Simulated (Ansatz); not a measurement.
Born–Oppenheimer molecular dynamics of ClGaH2Se (5 atoms, charge 0, multiplicity 1). It goes on from the last frame of an earlier run, with new velocities.

All numbers below come from UHF/def2-SVP (Ansatz 0.2.0).

* ensemble: NVT, Nosé–Hoover chain
* time step: 1 fs
* steps asked: 400
* set temperature: 300 K
* thermostat: time constant 100 fs, chain length 5
* seed: 150812

First frame:

```xyz
5
Properties=species:S:1:pos:R:3
Cl -1.405 -1.373 1.681
Ga -0.420 -0.379 -0.137
Se 1.142 1.030 0.700
H -1.079 -1.027 -1.346
H 1.558 1.616 -0.472
```

Task: What does the run give?

Result: All steps were run.

```yaml
steps_done: 400
time_covered: 400 fs
mean_temperature_over_the_second_half: 256 K
spread_of_the_potential_energy_over_the_second_half: 6.5 meV per atom
mean_potential_energy_of_the_second_half_above_the_start: -59.9 meV per atom
```

The conserved energy stayed within 1.4 meV per atom of its start (net change -0.82 meV per atom), so the integration is sound. The mean temperature of the second half is 15 % below the set value. A run of 0.4 ps of so small a system gives no equilibrium averages.

Task: What happens to the structure?

Result: The same pairs are bonded in the first frame and the last. Pairs count as bonded within 1.25 times the sum of covalent radii (0.12 Å more for H–H). This is one draw of velocities; another would differ in detail.

Task: How do temperature and energy run in time?

Result: 
```tsv
time (fs)	T (K)	potential energy less start (eV)	conserved less start (meV/atom)
0	300	0.000	0.00
34	628	-0.164	-0.31
68	725	-0.313	-1.35
102	488	-0.286	-1.26
136	308	-0.246	-0.70
170	425	-0.314	-1.12
204	342	-0.304	-1.32
238	98	-0.225	-0.96
272	173	-0.264	-0.81
306	289	-0.317	-1.15
340	380	-0.359	-1.26
374	239	-0.307	-0.86
```

The run took 12 min on 4 threads of Arm Neoverse N1 (shared host), peak memory 0.28 GiB.
